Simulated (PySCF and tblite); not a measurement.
Values are calculated unless marked as measured or tabulated.
C7H12O, numbered as in [CH3:1][CH:2]1[CH2:3][CH2:4][C:5](=[O:6])[CH2:7][CH2:8]1.

First level. The ensemble was built from 60 distance-geometry starts (ETKDG and KDG, MMFF94s, GFN2-xTB) and rests on GFN2-xTB geometries. Weights use PBE0-D3(BJ)/pcSseg-1 energies plus GFN2-xTB zero-point and thermal terms (modes under about 100 cm⁻¹ blended into free rotors). Symmetry numbers and mirror images are counted. Conformers within 2.5 kcal/mol (GFN2-xTB free energy) were kept, 5 at most. GIAO shieldings: PBE0/pcSseg-1. Shifts are against TMS (¹H), TMS (¹³C) at the same level; of two unlike H on one atom, a is the less shielded. Run with PySCF (density fitting) and tblite.

It gives, at 298.15 K, with 3 conformers (largest weight 88 %): ¹H: 2.32 (H4a/H7a, 2H), 2.30 (H4b/H7b, 2H), 1.98 (H3a/H8a, 2H), 1.67 (H2, 1H), 1.38 (H3b/H8b, 2H), 1.10 (H1, 3H) ppm. ¹³C: 214.1 (C5), 44.1 (C4/C7), 39.4 (C3/C8), 35.5 (C2), 23.3 (C1) ppm.

Second level: GFN2-xTB geometries, energies HSE06-D3(BJ)/pcSseg-1 (IEF-PCM, acetonitrile), shieldings HSE06/pcSseg-1 (IEF-PCM, acetonitrile), on up to 5 of the same conformers.

Question: How do the averaged shifts change?

Answer: 
```
 signal  first  second  change (ppm)
     H1   1.10    1.09         -0.01
     H2   1.67    1.85          0.18
H3a/H8a   1.98    2.08          0.10
H3b/H8b   1.38    1.46          0.08
H4b/H7b   2.30    2.59          0.28
H4a/H7a   2.32    2.26         -0.05
     C1   23.3    23.3           0.0
     C2   35.5    36.2           0.6
  C3/C8   39.4    40.4           1.0
  C4/C7   44.1    46.0           1.9
     C5  214.1   224.8          10.7
```

The largest weight becomes 87 %.

Shifts are unscaled: against experiment ¹³C can be off by 15 ppm or more and ¹H by 0.8 ppm.
